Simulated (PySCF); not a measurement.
Nonlinear optical response: 4-methoxythioanisole (SMILES COc1ccc(SC)cc1)

Geometry:
```
atom   x (Å)   y (Å)   z (Å)
  C1  -3.886  -0.261   0.038
  O2  -2.810   0.607   0.249
  C3  -1.559   0.157   0.009
  C4  -0.516   1.061   0.237
  C5   0.805   0.694   0.019
  C6   1.123  -0.594  -0.435
  S7   2.759  -1.178  -0.750
  C8   3.784   0.234  -0.321
  C9   0.075  -1.494  -0.660
 C10  -1.251  -1.131  -0.443
 H11  -3.828  -1.156   0.683
 H12  -4.797   0.297   0.290
 H13  -3.951  -0.590  -1.015
 H14  -0.768   2.063   0.590
 H15   1.589   1.428   0.207
 H16   4.820  -0.088  -0.493
 H17   3.576   1.104  -0.962
 H18   3.674   0.514   0.738
 H19   0.299  -2.504  -1.012
 H20  -2.036  -1.864  -0.632
```

Computed, not measured: quadratic response CAM-B3LYP/aug-cc-pVDZ first hyperpolarisability, Taylor convention, gas phase in PySCF. Geometry: PBE0-D3(BJ)/def2-SVP.

(1) Give β for the processes computed.

(2) Which lowest excitations, dipole and polarisabilities go with it?

Answers

(1) In au, Taylor convention; the vector part is βᵢ = ⅓ Σⱼ (βᵢⱼⱼ + βⱼᵢⱼ + βⱼⱼᵢ); β∥ is 3/5 of the vector part along the dipole, the dipole points from − to +:
```
                   process  λ (nm)  β vector norm    β∥  β HRS  depolarisation ratio
           static β(0;0,0)       ∞          124.7  36.5   59.6                  3.44
second harmonic β(−2ω;ω,ω)    1907          128.5  31.7   63.2                  3.28
         Pockels β(−ω;ω,0)    1907          125.8  35.0      –                     –
second harmonic β(−2ω;ω,ω)    1064          142.9  15.8   74.5                  3.04
         Pockels β(−ω;ω,0)    1064          128.8  31.3      –                     –
```

(2) S1 4.54 eV (f = 0.038); S2 4.91 eV (f = 0.002); S3 5.11 eV (f = 0.007); dipole 0.83 D; isotropic α 125.8 au static, 126.3 au at 1907 nm, 127.6 au at 1064 nm, 128.0 au at 953.5 nm, 133.6 au at 532 nm.
